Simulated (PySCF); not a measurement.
C₃H₁₆Si₄.
Numbering: `[SiH3:1][CH2:2][SiH2:3][CH2:4][SiH2:5][CH2:6][SiH3:7]` (hydrogens: H8, H9, H10 on Si1; H11, H12 on C2; H13, H14 on Si3; H15, H16 on C4; H17, H18 on Si5; H19, H20 on C6; H21, H22, H23 on Si7)

Theory: core-valence-separated Tamm–Dancoff BHandHLYP/aug-pcX-1 (pcseg-1 on H, def2-SVPD on Si) in PySCF, non-relativistic, gas phase, PBE0-D3(BJ)/def2-SVP geometry. BHandHLYP without relativity tends to put these K edges a few eV too low, so spacings mean more than positions.

**Question.** What does the C 1s absorption edge look like?

**Answer.** 
| E (eV) | f | core hole on | main final orbital |
| --- | --- | --- | --- |
| 284.98 | 0.0078 | C2/C6 | LUMO/LUMO+1 (2 roots, f summed) |
| 285.02 | 0.0063 | C4 | LUMO (43 %) |
| 285.50 | 0.0290 | C4 | spread |
| 285.56 | 0.0303 | C2 | spread |
| 285.59 | 0.0301 | C6 | spread |
| 285.81 | 0.0070 | C4 | LUMO+1 (34 %) |
| 285.84 | 0.0430 | C2/C6 | spread (2 roots, f summed) |
| 285.98 | 0.0124 | C6 | LUMO+5 (43 %) |
| 286.00 | 0.0164 | C4 | spread |
| 286.11 | 0.0073 | C2 | LUMO+4 (34 %) |
| 286.25 | 0.0317 | C2 | spread |
| 286.27 | 0.0039 | C4 | spread |
| 286.30 | 0.0121 | C6 | LUMO+4 (34 %) |

The first line with a tenth or more of the strongest one's intensity is at 284.98 eV (f = 0.008, sum of 2), with the hole on C2/C6 (sp3 carbon bound to silicon). The strongest listed is at 285.84 eV (f = 0.043, sum of 2; C2/C6).

Roots within 0.03 eV whose holes lie on the same, on equivalent or on shared atoms are summed into one line, and the highest roots are left out, as the search may have cut off their partners. Final orbitals are the ground state's empty Kohn–Sham orbitals.

**Question.** What length of transition dipole belongs to the line at 286.00 eV?

**Answer.** From f = (2/3) ΔE |μ|² in atomic units, with ΔE = 10.510 Eh and f = 0.0164: |μ| = 0.048 au = 0.12 D.

The ionisation thresholds weren't computed; near and above them a finite basis only mimics Rydberg series and continuum.

Hardware: an Intel Xeon 6975P-C with one thread (shared host). Cost: 28 s wall, 1.3 GiB resident at most.

The values belong to the conformer `[SiH3:1][CH2:2][SiH2:3][CH2:4][SiH2:5][CH2:6][SiH3:7]`: Si1–C2–Si3–C4 58°, C2–Si3–C4–Si5 179°, Si3–C4–Si5–C6 -63°, C4–Si5–C6–Si7 -177°.
